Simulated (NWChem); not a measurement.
Program: NWChem. System: H4Ge, charge 0, spin multiplicity 1, at a geometry optimised with PBE/def2-SVP. The structure started from a generated list of species. Level: PBE/x2c-SVPall-2c, spin-orbit ZORA.

Job file:

```
start mol
memory heap 200 mb stack 900 mb global 1100 mb
geometry units angstroms nocenter noautoz noautosym
  Ge     0.000000     0.000000     0.000000
  H      0.000000    -1.264158    -0.893926
  H      0.000000     1.264158    -0.893926
  H      1.264159     0.000000     0.893925
  H     -1.264159     0.000000     0.893925
end
basis spherical
  * library x2c-svpall-2c
end
relativistic
  zora on
end
dft
  xc xpbe96 cpbe96
  semidirect memsize 60000000 filesize 0
  iterations 100
  grid fine
end
task sodft energy
```

Output (cleaned and shortened):

```
             Northwest Computational Chemistry Package (NWChem) 7.3.0
             --------------------------------------------------------

                                NWChem Input Module
                                -------------------

 Scaling coordinates for geometry "geometry" by  1.889725989
 (inverse scale =  0.529177249)

                             Geometry "geometry" -> ""
                             -------------------------

 Output coordinates in angstroms (scale by  1.889725989 to convert to a.u.)

  No.       Tag          Charge          X              Y              Z
 ---- ---------------- ---------- -------------- -------------- --------------
    1 Ge                  32.0000     0.00000000     0.00000000     0.00000000
    2 H                    1.0000     0.00000000    -1.26415800    -0.89392600
    3 H                    1.0000     0.00000000     1.26415800    -0.89392600
    4 H                    1.0000     1.26415900     0.00000000     0.89392500
    5 H                    1.0000    -1.26415900     0.00000000     0.89392500

 Effective nuclear repulsion energy (a.u.)      45.0038715510

            Nuclear Dipole moment (a.u.)
            ----------------------------
        X                 Y               Z
 ---------------- ---------------- ----------------
     0.0000000000     0.0000000000    -0.0000037795


 Summary of "ao basis" -> "" (spherical)
 ------------------------------------------------------------------------------
       Tag                 Description            Shells   Functions and Types
 ---------------- ------------------------------  ------  ---------------------
 *                       x2c-svpall-2c                on all atoms

  pbe96 is a nonlocal functional; adding pw91lda local functional.

                                 NWChem DFT Module
                                 -----------------

 Summary of "ao basis" -> "ao basis" (spherical)
 ------------------------------------------------------------------------------
       Tag                 Description            Shells   Functions and Types
 ---------------- ------------------------------  ------  ---------------------
 Ge                      x2c-svpall-2c              14       38   5s6p3d
 H                       x2c-svpall-2c               3        5   2s1p

 Summary of "ao basis" -> "ao basis" (spherical)
 ------------------------------------------------------------------------------
       Tag                 Description            Shells   Functions and Types
 ---------------- ------------------------------  ------  ---------------------
 Ge                      x2c-svpall-2c              14       38   5s6p3d
 H                       x2c-svpall-2c               3        5   2s1p

            General Information
            -------------------
          SCF calculation type: DFT
          Wavefunction type:  closed shell.
          No. of atoms     :     5
          No. of electrons :    36
           Alpha electrons :    18
            Beta electrons :    18
          Charge           :     0
          Spin multiplicity:     1
          Use of symmetry is: off; symmetry adaption is: off
          Maximum number of iterations: 100
          AO basis - number of functions:    58
                     number of shells:    26
          Convergence on energy requested:  1.00D-06
          Convergence on density requested:  1.00D-05
          Convergence on gradient requested:  5.00D-04

              XC Information
[...]
    11    -0.139355  -0.001204  1 Ge pz                73    -0.132751  -0.001033  1 Ge px

 Vector   35  Occ=1.000000D+00  E=-3.026575D-01
              MO Center= -2.5D-03, -2.9D-03, -3.9D-02, r^2= 1.3D+00
  Bfn.         Coefficient        Function           Bfn.         Coefficient        Function
  ----     -------------------  ------------         ----     -------------------  ------------
    39     0.174588  -0.162607  2 H  s                 44    -0.172364   0.156068  3 H  s
    16    -0.167928   0.154241  1 Ge py                49     0.149877   0.168491  4 H  s
    54    -0.152101  -0.161951  5 H  s                 15     0.146159   0.159935  1 Ge px
    19    -0.109732   0.100788  1 Ge py                18     0.095507   0.104509  1 Ge px
    40     0.095971  -0.089385  2 H  s                 10     0.094236  -0.086556  1 Ge py

 Vector   36  Occ=1.000000D+00  E=-3.026575D-01
              MO Center=  1.8D-03, -2.3D-04,  3.4D-03, r^2= 1.7D-02
  Bfn.         Coefficient        Function           Bfn.         Coefficient        Function
  ----     -------------------  ------------         ----     -------------------  ------------
    97     0.203288   0.124883  2 H  s                102    -0.199816  -0.118912  3 H  s
    74    -0.195106  -0.117999  1 Ge py               107     0.113610  -0.194795  4 H  s
   112    -0.117082   0.188824  5 H  s                 73     0.111656  -0.185673  1 Ge px
    77    -0.127491  -0.077106  1 Ge py                76     0.072961  -0.121328  1 Ge px
    98     0.111748   0.068648  2 H  s                 68     0.109488   0.066218  1 Ge py

 Vector   37  Occ=0.000000D+00  E= 2.186170D-02
              MO Center= -4.1D-10, -1.4D-10, -6.3D-11, r^2= 7.2D-09
  Bfn.         Coefficient        Function           Bfn.         Coefficient        Function
  ----     -------------------  ------------         ----     -------------------  ------------
    62     1.057266   0.417011  1 Ge s                 63     1.051248   0.414637  1 Ge s
   113    -0.701807  -0.276812  5 H  s                108    -0.701790  -0.276801  4 H  s
   103    -0.701729  -0.276777  3 H  s                 98    -0.701710  -0.276773  2 H  s
    61    -0.428901  -0.169169  1 Ge s                112    -0.149538  -0.058982  5 H  s
   107    -0.149535  -0.058980  4 H  s                102    -0.149524  -0.058975  3 H  s

 Vector   38  Occ=0.000000D+00  E= 2.186170D-02
              MO Center= -8.3D-06,  7.9D-06,  4.9D-05, r^2= 4.2D+00
  Bfn.         Coefficient        Function           Bfn.         Coefficient        Function
  ----     -------------------  ------------         ----     -------------------  ------------
     4     1.136534  -0.000000  1 Ge s                  5     1.130065   0.000000  1 Ge s
    55    -0.754426   0.000002  5 H  s                 50    -0.754405  -0.000002  4 H  s
    45    -0.754341  -0.000002  3 H  s                 40    -0.754321   0.000002  2 H  s
     3    -0.461058   0.000000  1 Ge s                 54    -0.160750   0.000000  5 H  s
    49    -0.160746  -0.000000  4 H  s                 44    -0.160734  -0.000000  3 H  s

 Vector   39  Occ=0.000000D+00  E= 2.478989D-02
              MO Center=  6.8D-03,  6.6D-03, -6.8D-05, r^2= 1.3D+00
  Bfn.         Coefficient        Function           Bfn.         Coefficient        Function
  ----     -------------------  ------------         ----     -------------------  ------------
    77    -0.000000   0.794615  1 Ge py                76     0.794580  -0.000000  1 Ge px
    20     0.791891   0.000000  1 Ge pz               108    -0.655254   0.066974  4 H  s
   103     0.069761  -0.652492  3 H  s                 98     0.069760   0.518545  2 H  s
    55    -0.511578   0.095032  5 H  s                113     0.515733   0.066973  5 H  s
    40     0.507702   0.098990  2 H  s                 45     0.317628  -0.098990  3 H  s

   alpha - beta orbital overlaps
   -----------------------------

   alpha      1      2      3      4      5      6      7      8      9     10
    beta      1      2      3      4      4      6      7      8      9     10
 overlap   1.132  1.353  1.386  0.494  0.093  0.671  0.671  0.671  1.167  1.167

   alpha     11     12     13     14     15     16     17     18     19     20
    beta     11      6      7      8     49     39     17     54     44     17
 overlap   1.167  0.202  0.202  0.202  0.105  0.105  0.104  0.068  0.068  0.067

   alpha     21     22     23     24     25     26     27     28     29     30
    beta      6      7      8     24     25     26     27     28     24     25
 overlap   0.017  0.017  0.017  0.700  0.701  0.700  0.701  0.701  0.238  0.238

   alpha     31     32     33     34     35     36     37     38     39     40
    beta     26     27     28     24     25     26     27     28     39     39
 overlap   0.238  0.238  0.238  0.039  0.035  0.039  0.035  0.035  0.181  0.092

   alpha     41     42     43     44     45     46     47     48     49     50
    beta     15     39     39     44     44     15     44     44     49     49
 overlap   0.002  0.007  0.005  0.181  0.092  0.002  0.007  0.005  0.181  0.092

   alpha     51     52     53     54     55     56     57     58
    beta     49     16     49     54     54     54     16     54
 overlap   0.007  0.002  0.005  0.181  0.092  0.007  0.002  0.005

     --------------------------
     Expectation value of S2:
     --------------------------
      <S2> =      0.0011 (Exact =     0.0000)

     Multipole analysis of the density
     ---------------------------------

     L   x y z        total         alpha         beta         nuclear
     -   - - -        -----         -----         ----         -------
     0   0 0 0      0.000000    -18.000000    -18.000000     36.000000

     1   1 0 0      0.000002      0.000001      0.000001      0.000000
     1   0 1 0     -0.000002     -0.000001     -0.000001      0.000000
     1   0 0 1     -0.000005     -0.000001     -0.000001     -0.000004

     2   2 0 0    -15.345279    -13.379550    -13.379550     11.413821
     2   1 1 0      0.000000      0.000000      0.000000      0.000000
     2   1 0 1      0.000001      0.000001      0.000001      0.000000
     2   0 2 0    -15.345273    -13.379538    -13.379538     11.413803
     2   0 1 1      0.000001      0.000001      0.000001      0.000000
     2   0 0 2    -15.345253    -13.379921    -13.379921     11.414590

 Task  times  cpu:       14.1s     wall:       14.1s

 Total times  cpu:       14.1s     wall:       14.1s
```
